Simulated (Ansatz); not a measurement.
Gas-phase electronic energies from Ansatz, PBE0-D4/def2-TZVP geometries. CBS: MP2 limit from def2 TZ/QZ plus the TZ coupled-cluster correction, frozen cores. This one scheme is used for every species. DFT in def2-TZVPP. One conformer a species, not always the lowest.

Consider the ligand exchange at the Si–C bond: `C=C[Si](F)(Cl)Cl` + `N=C=O` → `O=C=N[Si](F)(Cl)Cl` + ethylene.

```csv
level,ΔE (kJ/mol)
r2SCANh-D4,-82.2
ωB97M-V,-81.3
```

(1) What does CCSD(T)/CBS give? (Best estimate.)

Largest T1 diagnostic among the species: 0.018.

Answers

(1) The calculation gave: -82.8 kJ/mol. The listed levels differ from it by 0.6, 1.5 kJ/mol.

Leaving LDA and LC-ωPBE aside and taking each functional with its dispersion term where it has one, the values, not all of them listed here, spread over 19.2 kJ/mol, from BHLYP-D4 to PBE-D4. From r2SCAN to r2SCAN0 (25 % exact exchange), in def2-TZVPP and without D4, ΔE moves by −4.0 kJ/mol.
